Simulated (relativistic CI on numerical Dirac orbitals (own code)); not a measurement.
**d2 in a ligand field**

Computed with a parametric ligand-field model of a d^n configuration (Racah B and C, spin-orbit zeta, crystal field), exact diagonalisation.

Field parameters in Wybourne normalisation: Oh B⁴₀ = 21Dq, B⁴₄ = √(5/14) B⁴₀; Td as Oh with Dq negative (B⁴₀ = 21Dq, B⁴₄ = √(5/14) B⁴₀). The field is a parameter set, without covalency.

Q: Ground term and bands for B = 540, C = 2380, ζ = 0 cm⁻¹, Oh, 10Dq = 27400 cm⁻¹?

A: Ground term 3T1 with 0.01 electrons in the two orbitals of the cubic e set. Spin-allowed: 3T2 26102 cm⁻¹ (383 nm), 3T1 32904 cm⁻¹ (304 nm), 3A2 53502 cm⁻¹ (187 nm). Lowest spin-forbidden: 1T2 8193 cm⁻¹ (1221 nm), 1E 8258 cm⁻¹ (1211 nm), 1A1 18959 cm⁻¹ (527 nm).

Q: A d2 ion in Oh symmetry has the ground term 3T1 and bands at 1T2 12141 cm⁻¹ (824 nm), 1E 12342 cm⁻¹ (810 nm), 3T2 22441 cm⁻¹ (446 nm), 1A1 26913 cm⁻¹ (372 nm), 3T1 33982 cm⁻¹ (294 nm), 3A2 46691 cm⁻¹ (214 nm). Which parameters reproduce them?

A: B = 890, C = 3170, ζ = 0 cm⁻¹, Oh, 10Dq = 24250 cm⁻¹.

Q: A d2 ion in Td symmetry has the ground term 3A2 and bands at 3T2 7900 cm⁻¹ (1266 nm), 1E 12777 cm⁻¹ (783 nm), 3T1 13090 cm⁻¹ (764 nm), 1T2 20298 cm⁻¹ (493 nm), 1A1 20903 cm⁻¹ (478 nm), 3T1 23060 cm⁻¹ (434 nm). Which parameters reproduce them?

A: B = 830, C = 3310, ζ = 0 cm⁻¹, Td, 10Dq = -7900 cm⁻¹.

Q: A d2 ion in Oh symmetry has the ground term 3T1 and bands at 1T2 16423 cm⁻¹ (609 nm), 1E 16687 cm⁻¹ (599 nm), 3T2 22748 cm⁻¹ (440 nm), 1A1 34847 cm⁻¹ (287 nm), 3T1 36196 cm⁻¹ (276 nm), 3A2 47498 cm⁻¹ (211 nm). Which parameters reproduce them?

A: B = 1030, C = 4840, ζ = 0 cm⁻¹, Oh, 10Dq = 24750 cm⁻¹.

Q: A d2 ion in Td symmetry has the ground term 3A2 and bands at 1E 7481 cm⁻¹ (1337 nm), 3T2 10400 cm⁻¹ (962 nm), 1A1 13134 cm⁻¹ (761 nm), 3T1 14590 cm⁻¹ (685 nm), 1T2 17788 cm⁻¹ (562 nm), 3T1 22910 cm⁻¹ (436 nm). Which parameters reproduce them?

A: B = 420, C = 2110, ζ = 0 cm⁻¹, Td, 10Dq = -10400 cm⁻¹.
